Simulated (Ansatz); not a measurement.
Reaction (ligand exchange at the Si–O bond): `[SiH3]OB(Cl)O[SiH3]` + PH₃ → `[SiH3]P` + `OB(Cl)O[SiH3]`

Calculated with Ansatz (gas phase, PBE0-D4/def2-TZVP geometries, no zero-point term in ΔE). CCSD(T)/CBS adds triple-zeta CCSD(T) − MP2 to the extrapolated MP2 energy (def2 sets, frozen cores). This one scheme is used for every species. DFT in def2-TZVPP. Each species was taken in one conformer, which may not be the lowest.

| level | ΔE (kJ/mol) |
| --- | --- |
| PBE-QIDH | 63.0 |
| revPBE | 43.9 |

Task: What does CCSD(T)/CBS give? (Best estimate.)

Result: The calculation gave: +70.0 kJ/mol. The listed levels differ from it by -7.0, -26.1 kJ/mol.

Largest T1 diagnostic among the species: 0.013.

From BLYP to BHLYP (50 % exact exchange), in def2-TZVPP and without D4, ΔE moves by +12.7 kJ/mol. Leaving LDA and LC-ωPBE aside and taking each functional with its dispersion term where it has one, the values, not all of them listed here, spread over 30.3 kJ/mol, from PBE-D4 to BHLYP-D4. LDA lies +5.5 kJ/mol from PBE without D4. In def2-TZVPP, CCSD(T) changes the Hartree–Fock value by −15.5 kJ/mol (the triples alone add −2.2 kJ/mol) and MP2 by −13.2 kJ/mol.

CCSD(T)/CBS has its own doubt, a few kJ/mol and more with outer-core shells, so smaller differences from it don't rank the levels.
